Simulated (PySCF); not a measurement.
C2H7GaO, SMILES C(C)[O][GaH2].

Geometry: TPSSh-D3(BJ)/def2-SVP. Other conformers were not sampled.

Level of theory: TDDFT-CAM-B3LYP/def2-SVPD (PySCF).

Vertical excitations.  State labels are in the subgroup Cs.

```json
[
 {"state": "S1", "symmetry": "A\"", "energy (eV)": "5.38", "λ (nm)": "231", "f": "0.000", "main pairs": "HOMO−1→LUMO 96 %"},
 {"state": "S2", "symmetry": "A'", "energy (eV)": "5.99", "λ (nm)": "207", "f": "0.082", "main pairs": "HOMO→LUMO 94 %"},
 {"state": "S3", "symmetry": "A\"", "energy (eV)": "6.37", "λ (nm)": "195", "f": "0.003", "main pairs": "HOMO−2→LUMO 96 %"},
 {"state": "S4", "symmetry": "A\"", "energy (eV)": "7.07", "λ (nm)": "175", "f": "0.012", "main pairs": "HOMO→LUMO+2 83 %"},
 {"state": "S5", "symmetry": "A'", "energy (eV)": "7.28", "λ (nm)": "170", "f": "0.059", "main pairs": "HOMO−1→LUMO+2 79 %"},
 {"state": "S6", "symmetry": "A\"", "energy (eV)": "7.61", "λ (nm)": "163", "f": "0.000", "main pairs": "HOMO→LUMO+1 71 %"},
 {"state": "S7", "symmetry": "A'", "energy (eV)": "7.63", "λ (nm)": "163", "f": "0.059", "main pairs": "HOMO−1→LUMO+1 81 %"},
 {"state": "S8", "symmetry": "A'", "energy (eV)": "8.20", "λ (nm)": "151", "f": "0.006", "main pairs": "HOMO−1→LUMO+3 55 %, HOMO−2→LUMO+2 29 %"},
 {"state": "S9", "symmetry": "A\"", "energy (eV)": "8.37", "λ (nm)": "148", "f": "0.012", "main pairs": "HOMO−3→LUMO 69 %"},
 {"state": "S10", "symmetry": "A\"", "energy (eV)": "8.46", "λ (nm)": "147", "f": "0.084", "main pairs": "HOMO→LUMO+4 41 %, HOMO→LUMO+3 20 %, HOMO−3→LUMO 14 %, HOMO→LUMO+1 11 %"},
 {"state": "T1", "symmetry": "A\"", "energy (eV)": "5.07", "λ (nm)": "245", "f": "0", "main pairs": "HOMO−1→LUMO 89 %"},
 {"state": "T2", "symmetry": "A'", "energy (eV)": "5.11", "λ (nm)": "243", "f": "0", "main pairs": "HOMO→LUMO 94 %"},
 {"state": "T3", "symmetry": "A\"", "energy (eV)": "5.97", "λ (nm)": "208", "f": "0", "main pairs": "HOMO−2→LUMO 88 %"},
 {"state": "T4", "symmetry": "A'", "energy (eV)": "6.52", "λ (nm)": "190", "f": "0", "main pairs": "HOMO−1→LUMO+2 74 %"}
]
```
Triplets are in the Tamm–Dancoff approximation, which puts them higher than full response would, so one can lie above its singlet here.
